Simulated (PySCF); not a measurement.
**How methods differ on the ionisation energy of Rb**

Rb [Kr] 5s1 (2S) → Rb+ [Kr] (1S), as a difference of total energies. All numbers are calculated (PySCF 2.14, the spin-free X2C one-electron Hamiltonian (Gaussian nucleus), in Sapporo-DKH3-DZP-2012). The calculations carry no spin-orbit coupling.

```tsv
method	ionisation energy (eV)	error (eV)
UHF	3.803	-0.374
PBE0	4.203	+0.026
M06-2X	4.108	-0.069
```

Reference: 4.177 eV (measured; NIST Atomic Spectra Database, ionization energies).
